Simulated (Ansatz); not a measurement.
Species: C₅H₅F, SMILES `C#CC1(F)CC1` (charge 0, multiplicity 1).

Task: Give a relaxed geometry from B3LYP-D3(BJ)/def2-TZVP (Ansatz, a program for electronic structure).

Result: the end point of this relaxation (outside a Z-matrix the atoms follow the SMILES, hydrogens last).
Bonded distances (Å): C1–C2 1.200, C1–H7 1.062, C2–C3 1.433, C3–F4 1.383, C3–C5 1.499, C3–C6 1.499, C5–C6 1.509, C5–H8 1.080, C5–H9 1.081, C6–H10 1.081, C6–H11 1.080. Angles (°): C2–C1–H7 179.6, C1–C2–C3 178.9, C2–C3–F4 113.0, C2–C3–C5 121.6, C2–C3–C6 121.6, F4–C3–C5 115.4, F4–C3–C6 115.4, C5–C3–C6 60.4, C3–C5–C6 59.8, C3–C5–H8 117.7, C3–C5–H9 115.4, C6–C5–H8 119.1, C6–C5–H9 117.5, H8–C5–H9 115.7, C3–C6–C5 59.8, C3–C6–H10 115.4, C3–C6–H11 117.7, C5–C6–H10 117.5, C5–C6–H11 119.1, H10–C6–H11 115.7.
